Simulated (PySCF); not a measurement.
Coordinates in bohr (charge 0 multiplicity 3):
```
W     0.1024   -0.1213   -0.2499
N     2.4044    0.7306    1.7039
O    -3.0789    0.6661    1.2070
H    -3.2105    1.4421    2.8402
```

Computed with UPBE0/[W def2-TZVP with ECP60, N def2-TZVP, O def2-TZVP, H def2-TZVP], scalar-relativistic core potentials, density fitting, no spin–orbit coupling, PySCF.

This geometry of WN(OH) is a stationary point at this level.

Q: What is the point group?

A: Cs.

Q: Is it a minimum?

A: Yes: all harmonic wavenumbers are real.

Q: Give the ideal-gas entropy at 298.15 K and 1 bar by parts.

A: translation 175.8, rotation 99.0, vibration 13.9, spin 9.1; total 297.9 J/(mol K).

Q: What is the atomisation energy, with and without zero-point energy?

A: 1471 kJ/mol without, 1428 kJ/mol with.

This need not be the most stable arrangement of these atoms. With open d or f shells other occupations or spin states may lie lower. With an element this heavy the missing spin–orbit coupling can shift these numbers.
